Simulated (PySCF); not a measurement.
## Electronic structure of Co²⁺ (cobalt, charge +2) at the UHF level

Configuration: [Ar] 3d7, high-spin 4F determinant. Computed with PySCF 2.14 in x2c-SVPall (5s3p3d1f, 36 functions), with the spin-free X2C one-electron Hamiltonian (Gaussian nucleus).

- Total energy: -1390.815145 hartree
- One-electron energy: -1908.4431 hartree
- Hartree (Coulomb) energy: 575.9636 hartree
- Exchange energy: -58.3356 hartree
- ⟨S²⟩: 3.7532
- ⟨L²⟩: 12.020
- Sum of ⟨r⟩: 15.44 bohr
- Sum of ⟨r²⟩: 15.66 bohr²
- Langevin diamagnetic susceptibility: -12.4 ×10⁻⁶ cm³/mol
- Time after the integrals: 0.15 s of wall time on 1 thread of AMD EPYC 7R43 64-Core Processor (shared host)

```csv
shell,electrons,mean orbital energy (hartree),spread (hartree),"rms radius, mean of both spins (bohr)"
1s α,1,-286.44129,0,0.0649
1s β,1,-286.43991,0,0.0649
2s α,1,-36.19155,0,0.276
2s β,1,-36.09175,0,0.276
2p α,3,-30.97167,0,0.249
2p β,3,-30.87251,0,0.249
3s α,1,-5.44848,0,0.832
3s β,1,-5.16968,0,0.832
3p α,3,-3.89252,0,0.890
3p β,3,-3.55600,0,0.890
3d α,5,-1.39963,0.05090,1.13
3d β,2,-1.26409,0,1.13
```

Densities and radii are taken from the X2C orbitals without a picture-change correction, which distorts them close to the nucleus.
